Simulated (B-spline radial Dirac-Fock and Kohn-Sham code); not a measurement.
K-shell conversion coefficients of Tl against transition energy

These are calculated numbers from a radial atomic solver; the model is a Dirac-Hartree-Slater potential of the neutral atom with a Latter tail (no hole, which puts coefficients of high multipoles low close above an edge), finite nucleus with surface currents. Subshells within 1 keV of threshold and pair formation are left out.

| energy (keV) | E1 | E2 | E4 | E5 | M1 | M2 |
| --- | --- | --- | --- | --- | --- | --- |
| 89.5 | 0.448 | 0.516 | 0.0565 | 0.0136 | 9.80 | 68.9 |
| 97.1 | 0.367 | 0.558 | 0.388 | 0.318 | 7.74 | 51.8 |
| 100 | 0.342 | 0.559 | 0.555 | 0.561 | 7.11 | 46.7 |
| 109 | 0.277 | 0.533 | 1.07 | 1.61 | 5.55 | 34.6 |
| 200 | 0.0620 | 0.168 | 1.22 | 3.54 | 0.992 | 4.28 |
| 230 | 0.0442 | 0.121 | 0.908 | 2.65 | 0.672 | 2.68 |
| 337 | 0.0181 | 0.0487 | 0.350 | 0.957 | 0.236 | 0.776 |
| 375 | 0.0142 | 0.0381 | 0.263 | 0.699 | 0.177 | 0.555 |
| 470 | 0.00873 | 0.0230 | 0.144 | 0.356 | 0.0968 | 0.278 |
| 500 | 0.00767 | 0.0202 | 0.123 | 0.295 | 0.0822 | 0.231 |
| 511 | 0.00733 | 0.0192 | 0.116 | 0.277 | 0.0776 | 0.217 |
| 545 | 0.00642 | 0.0168 | 0.0977 | 0.228 | 0.0655 | 0.179 |
| 565 | 0.00597 | 0.0156 | 0.0890 | 0.205 | 0.0596 | 0.161 |
| 579 | 0.00568 | 0.0148 | 0.0835 | 0.191 | 0.0559 | 0.150 |
| 581 | 0.00564 | 0.0147 | 0.0827 | 0.189 | 0.0554 | 0.148 |
| 599 | 0.00531 | 0.0138 | 0.0765 | 0.173 | 0.0512 | 0.136 |
| 650 | 0.00452 | 0.0117 | 0.0620 | 0.136 | 0.0414 | 0.107 |
| 1000 | 0.00202 | 0.00509 | 0.0215 | 0.0406 | 0.0137 | 0.0326 |
| 2000 | 0.000618 | 0.00144 | 0.00458 | 0.00721 | 0.00236 | 0.00554 |
| 2220 | 0.000522 | 0.00119 | 0.00367 | 0.00567 | 0.00182 | 0.00429 |

**Question.** How fast do they fall between 1000 and 2220 keV?

**Answer.** As powers of the energy: E1 E^-1.69, E2 E^-1.82, E4 E^-2.22, E5 E^-2.47, M1 E^-2.53, M2 E^-2.54. Within one type (E or M) the higher multipoles fall faster.
